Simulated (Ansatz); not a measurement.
Reaction (hydrogenolysis of a B–O bond): `COB(C)O` + H₂ → `CBO` + CH₃OH

Isolated molecules relaxed with PBE0-D4/def2-TZVP in Ansatz; ΔE leaves out vibrations. CBS: MP2 limit from def2 TZ/QZ plus the TZ coupled-cluster correction, frozen cores. This one scheme is used for every species. DFT in def2-TZVPP. B3LYP here is the variant with VWN-RPA as its local correlation; programs differ in this. Each species was taken in one conformer, which may not be the lowest.

Problem. Is it downhill or uphill in electronic energy at CCSD(T)/CBS, and by how much? (Best estimate.)

Solution. Ansatz gave: Uphill: ΔE = +27.8 kcal/mol.

Problem. What do these levels give: PBE0-D4, B3LYP-D4, r2SCANh-D4, CAM-B3LYP-D4, CAM-B3LYP, CCSD(T)/def2-TZVPP? (Best estimate.)

Solution. Computed: PBE0-D4 27.1, B3LYP-D4 28.1, r2SCANh-D4 29.0, CAM-B3LYP-D4 28.3, CAM-B3LYP 27.0, CCSD(T)/def2-TZVPP 28.0 kcal/mol.

Problem. What do rigid-rotor, harmonic-oscillator terms from PBE0-D4/def2-TZVP frequencies (298.15 K, 1 bar) make of the CCSD(T)/CBS value? (Best estimate.)

Solution. The calculation gave: ΔZPE = +4.0 kcal/mol, ΔH = +30.9 kcal/mol, ΔS = 42 J/(mol·K), ΔG = +27.9 kcal/mol.

Largest T1 diagnostic among the species: 0.012.

From BLYP to BHLYP (50 % exact exchange), in def2-TZVPP and without D4, ΔE moves by +0.9 kcal/mol. In def2-TZVPP, CCSD(T) changes the Hartree–Fock value by +3.4 kcal/mol (the triples alone add +0.9 kcal/mol) and MP2 by +4.4 kcal/mol. The D4 term adds +2.4 kcal/mol with B3LYP and +1.3 kcal/mol with PBE0; it sums over pairs of atoms, weighted by their polarisabilities, and B3LYP, whose exchange is more repulsive, gets the larger term.
